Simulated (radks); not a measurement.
Values are calculated unless marked as measured or tabulated.
Initial-state core-level shifts of the europium ion Eu+ when its valence configuration changes from [Xe] 4f7 6s1. Level of theory: Dirac Kohn-Sham, PBE, spin-unpolarised, spherical densities, point nucleus; open shells fill j = l - 1/2 first (a radial shooting solver on a logarithmic mesh with Libxc functionals). Shifts are changes of the shell-averaged eigenvalues in eV (positive: less bound).

valence               2s       3s       3d      5p
4f7 5d1           +1.772   +1.713   +1.725  +1.778
4f7.5 6s0.5       +3.547   +3.840   +3.807  +2.182
4f7.5 6p0.5       +3.024   +3.328   +3.294  +1.629
4f8               +6.034   +6.529   +6.473  +3.817
4f6.5 5d1 6s0.5   -2.133   -2.564   -2.510  -0.423
4f6 6p2          -11.205  -12.009  -11.922  -7.050
4f6.5 6s1 6p0.5   -4.823   -5.192   -5.151  -2.984
4f6 5d1 6s1       -6.667   -7.544   -7.440  -2.836
4f6 6s2           -9.122   -9.936   -9.846  -5.043
